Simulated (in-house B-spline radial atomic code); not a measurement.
Atomic self-consistent-field run: the rubidium ion Rb⁶⁺ (an excited or competing configuration). Method: scalar-relativistic (X2C) M06-2X, spin-polarised, spherical fractional occupations, exact exchange averaged over the configuration, Fermi nucleus of rms radius 4.2036 fm. Calculated with a B-spline radial code for spherical atoms.

Command:
```bash
python run_scf.py task.json out
```
Settings (nuclear radius in fm, mass in u):
```
Z                37
configuration    [Ar] 3d10 4s2 5s1
hamiltonian      x2c
method           m062x
spin_polarised   True
nucleus          fermi
rms_radius       4.2036
atomic_mass      84.91179
speed_of_light   137.035999084
exact_exchange   averaged over the configuration
```

Output (hartree, bohr):
```
 radial grid: 68 intervals, B-splines of order 8, outer radius 21.6418 bohr

 iter        energy (Eh)    residual
    1       -2969.612749    1.19e-01
    2       -2969.631293    8.86e-03
    3       -2969.631873    3.18e-03
    4       -2969.631902    1.24e-03
    5       -2969.631906    4.04e-04
    6       -2969.631906    8.13e-05
    7       -2969.631906    2.19e-05
    8       -2969.631906    4.88e-06
    9       -2969.631906    6.20e-07
   10       -2969.631906    1.76e-07

 total energy                     -2969.63191
 kinetic                            3054.3839
 electron-nucleus                  -7060.8295
 Hartree                            1135.7035
 exact exchange                      -52.3334
 exchange-correlation                -46.5564

 orbital      occ     eigenvalue          <r>       <r^2>       <1/r>       r_max
 1s up      1.000      -560.4009    0.0398748  0.00215351     38.8479     0.02575
 1s down    1.000      -560.3970    0.0398751  0.00215354     38.8477     0.02575
 2s up      1.000       -79.0698     0.177659    0.037274     8.59729      0.1496
 2s down    1.000       -79.0643     0.177668   0.0372781     8.59682      0.1496
 2p up      3.000       -70.5973     0.154929   0.0293893     8.26187      0.1192
 2p down    3.000       -70.5951      0.15493   0.0293897     8.26188      0.1192
 3s up      1.000       -15.1920     0.508693    0.296895     2.85018      0.4503
 3s down    1.000       -15.1825     0.508851    0.297101     2.84924      0.4504
 3p up      3.000       -12.4357     0.515481    0.309996      2.6767      0.4452
 3p down    3.000       -12.4311     0.515448    0.309986     2.67707      0.4451
 3d up      5.000        -7.8225     0.514758    0.321423     2.42068      0.3904
 3d down    5.000        -7.8201     0.514889    0.321696     2.42055      0.3904
 4s up      1.000        -4.2720      1.29408     1.87888     1.04501       1.184
 4s down    1.000        -4.2848      1.30717     1.91805     1.03236       1.191
 5s up      1.000        -2.0578      2.55612     7.24902    0.522826       2.502
```

Cost of the run: 0.51 s on 1 thread of Arm Neoverse N1, with other jobs on the host.

One-electron X2C: radii and densities carry no picture-change correction, so inner-shell <1/r> comes out high (for 1s by about 2 % at Z = 33, 5 % at 54, 10 % at 75, 30 % at 118) and <r> low.
